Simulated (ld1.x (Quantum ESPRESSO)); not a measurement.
# Reading a pseudo-wave (chromium)

Columns: radius, all-electron u(r) and pseudo u(r) of the 4s shell (level -4.01 eV) of chromium in the configuration [Ne] 3s2 3p6 3d5 4s1 4p0; PBE, scalar-relativistic, ultrasoft scheme, ld1.x (Quantum ESPRESSO) 7.5.

```
r (bohr)  all-electron   pseudo
   0.132       -0.0989  -0.0329
   0.265       -0.1090  -0.0662
   0.398        0.0637  -0.0999
   0.530        0.1995  -0.1339
   0.663        0.2464  -0.1687
   0.795        0.2179  -0.2039
   0.928        0.1427  -0.2399
   1.060        0.0463  -0.2759
   1.193       -0.0563  -0.3123
   1.325       -0.1541  -0.3480
   1.458       -0.2435  -0.3833
   1.590       -0.3209  -0.4171
   1.723       -0.3871  -0.4494
   1.855       -0.4414  -0.4791
   1.988       -0.4854  -0.5062
   2.120       -0.5195  -0.5296
   2.252       -0.5452  -0.5492
   2.385       -0.5635  -0.5646
   2.518       -0.5753  -0.5754
   2.650       -0.5814  -0.5814
   2.782       -0.5827  -0.5827
   2.915       -0.5798  -0.5798
   3.048       -0.5734  -0.5734
   3.180       -0.5642  -0.5642
   3.312       -0.5525  -0.5525
   3.445       -0.5388  -0.5388
```

(1) How many radial nodes do the two functions have?

(2) At about which radius was the pseudo-wave matched?

(3) Where does each function peak?

(4) Is the pseudo-wave norm-conserving?

## Answers

(1) The all-electron 4s function has n − l − 1 = 3 (the table is too coarse to show those close to the nucleus); the pseudo-wave has 0, since the states of the same l below it are removed with the core.

(2) 2.65 bohr, where the columns begin to agree (steps of 0.13 bohr).

(3) Outermost all-electron maximum near 2.78 bohr, pseudo maximum near 2.78 bohr (to the table’s step).

(4) No, it belongs to an ultrasoft set: the norm inside the radius is not constrained, and the difference is carried by the augmentation charge.
